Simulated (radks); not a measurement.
Values are calculated unless marked as measured or tabulated.
Ionisation of As, [Ar] 3d10 4s2 4p3, to As+, [Ar] 3d10 4s2 4p2, under several functionals. Dirac Kohn-Sham, spin-unpolarised, spherical densities, point nucleus; open shells fill j = l - 1/2 first; a radial shooting solver on a logarithmic mesh with Libxc functionals.

functional                                        E(As) (hartree)  Exc (hartree)  IE (eV)  -e(HOMO) (eV)  <r> HOMO (bohr)  IE error (eV)
OLYP                                                  -2261.89710      -84.74115    8.815          4.880            2.585         -0.974
LDA (Slater exchange, Perdew-Wang correlation)        -2257.88500      -80.59380    9.145          5.189            2.570         -0.644
AM05                                                  -2258.05035      -80.76512    8.946          5.006            2.570         -0.843
B86b exchange with PBE correlation                    -2261.34803      -84.11719    8.999          5.063            2.576         -0.789
LDA (Slater exchange, Perdew-Zunger correlation)      -2257.88243      -80.59139    9.151          5.195            2.570         -0.638
revPBE                                                -2261.10249      -83.86853    8.936          5.008            2.579         -0.852
BLYP                                                  -2261.35281      -84.11456    8.860          4.917            2.593         -0.928
Wu-Cohen GGA                                          -2260.43911      -83.19602    8.996          5.045            2.564         -0.793

NIST Atomic Spectra Database: 9.789 eV (measured). Closest: LDA (Slater exchange, Perdew-Zunger correlation). The Delta-SCF values span 0.34 eV, the total energies 4.01 hartree. The highest occupied level is 4p3/2. Spin polarisation and multiplet splitting are left out, so open shells lie too high by an amount that depends on their filling.

Beside tabulated values, note that spin-unpolarised runs miss the spin-polarisation part of the exchange energy of open shells.
